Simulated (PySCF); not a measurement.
HBCl (SMILES [BH]Cl), doublet, geometry from GFN2-xTB. Base run: PySCF with CCSD(T)/3-21G.

PySCF was given this input:
```python
from pyscf import gto, scf, cc

mol = gto.Mole()
mol.atom = '''
    B    -1.11910595    0.43366543    0.05067460
    Cl    0.44881581   -0.11025720   -0.01488399
    H    -2.03433907   -0.29395469   -0.00034516
'''
mol.basis = '3-21g'
mol.spin = 1
mol.verbose = 5
mol.build()

mf = scf.UHF(mol)
mf.kernel()

mycc = cc.CCSD(mf)
mycc.kernel()
et = mycc.ccsd_t()
print('E(CCSD(T)) = %.10f' % (mycc.e_tot + et))
mf.analyze()
```

### Question
The base was run again with changes. Order these runs by total energy, lowest first: frozen = 7 | frozen = 6 | method = mp2.

### Answer
frozen = 6 (ΔE vs base (mEh) 5.115), method = mp2 (ΔE vs base (mEh) 17.471), frozen = 7 (ΔE vs base (mEh) 26.198)

Open shells are given as the SCF converged; they aren't shown to be the lowest states, and a large step between rows can be another state.
